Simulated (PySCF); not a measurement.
## Calculated data, C2H8AlB

Computed with PySCF 2.14.0. Calculation on a computer-drawn molecule: the log of a Hartree-Fock and frozen-core CCSD(T) single point meant for a local Hartree-Fock minimum, with one planted fault or none, to be diagnosed. Offsets are logged minus clean, where the clean run is the same molecule without the fault. The reference is restricted for singlets and unrestricted otherwise, and also for a bond in bohr or an excited solution. Adding or removing an electron swaps singlet and doublet. The excited solution moves the top pair (singlet) or top alpha electron (doublet) to the lowest empty orbital. Highest occupied and lowest empty are orbital energies over both spins, largest force is the largest gradient component, triples share is (T) over the correlation energy, the T1 limit is 0.02 restricted and 0.045 unrestricted, electrons count all cores, a negative frequency is imaginary (commonest isotopes), and the dipole is about the centre of nuclear charge.

Entry: C2H8AlB

Logged structure:
```xyz
12
C2H8AlB
B     -0.5094    -2.6315     0.7870
C     -0.6050    -1.2952    -0.0344
C      0.8683    -1.0074    -0.4738
Al     1.1477     0.6197    -1.5571
H     -0.2714    -2.6133     1.9667
H     -0.5705    -3.6988     0.2339
H     -1.2397    -1.3819    -0.9203
H     -0.9800    -0.4555     0.5569
H      1.5241    -0.9377     0.4066
H      1.2691    -1.8569    -1.0469
H      2.6120     1.0113    -2.0190
H     -0.0762     1.5351    -1.9710
```

- meant charge: 0
- meant multiplicity: 1
- meant basis: cc-pV(D+d)Z
- logged electrons: 39
- logged basis functions: 105
- logged SCF converged: yes
- logged spin squared: 0.7621
- logged highest occupied: 0.68442 eV
- logged lowest empty: 4.6518 eV
- logged largest force: 0.022427 hartree/bohr
- logged T1 diagnostic: 0.018262
- logged D1 diagnostic: 0.10417
- logged triples share: 0.029233
- logged CC converged: yes
- logged dipole magnitude: 9.0749 debye
- logged SCF stable within its kind: yes
- logged energy HF: -346.89959 hartree
- logged energy CCSD(T): -347.43983 hartree
- possible faults: no fault, one electron removed, one electron added, multiplicity raised by two, geometry at a saddle point, SCF held on an excited solution, minimal basis STO-3G, one bond length entered in bohr, all coordinates scaled
- planted fault: one electron added
- HF energy offset from clean run: 39.23 kcal/mol
- CCSD(T) energy offset from clean run: 23.63 kcal/mol

Drawn bonds:
| atom | other atom | order |
| --- | --- | --- |
| 1 | 2 | 1 |
| 2 | 3 | 1 |
| 3 | 4 | 1 |
| 1 | 5 | 1 |
| 1 | 6 | 1 |
| 2 | 7 | 1 |
| 2 | 8 | 1 |
| 3 | 9 | 1 |
| 3 | 10 | 1 |
| 4 | 11 | 1 |
| 4 | 12 | 1 |

Notes: highest electron not bound in this basis.
